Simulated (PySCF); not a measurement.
A structure optimised at PBE-D3(BJ)/def2-TZVP, used in a PySCF frequency run:

```
S
H 1 1.3598
S 1 2.0651 2 98.64
H 3 1.3598 1 98.64 2 90.61
```

Question: Write its SMILES, formula and point group.

Answer: SS, H₂S₂, C2

Question: What are its rotational constants (standard atomic weights)?

Answer: 144.10, 6.8972, 6.8961 GHz
